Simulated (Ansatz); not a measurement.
The same ligand exchange along the group F, Cl, Br.

Program: Ansatz. Geometries: PBE0-D4/def2-TZVP. ΔE: electronic, gas phase. CBS: MP2 limit from def2 TZ/QZ plus the TZ coupled-cluster correction, frozen cores. This one scheme is used for every species. Functionals use def2-TZVPP. For Br outer-core shells are correlated without core-valence functions, which leaves a few kJ/mol of doubt a bond. Scalar relativity is left out up to krypton. One conformer a species, not always the lowest.

```csv
reaction,ωB97X-V (kcal/mol)
`N[SiH](O)F` + `[SiH3]S` → `N[SiH](O)S[SiH3]` + H–F,21.5
`N[SiH](O)Cl` + `[SiH3]S` → `N[SiH](O)S[SiH3]` + HCl,9.5
`N[SiH](O)Br` + `[SiH3]S` → `N[SiH](O)S[SiH3]` + HBr,7.9
```

(1) Give the CCSD(T)/CBS values in the same order. (Best estimate.)

Largest T1 diagnostic: 0.011, for `N[SiH](O)S[SiH3]`.

## Answers

(1) Computed: 20.2, 8.9, 7.8 kcal/mol.
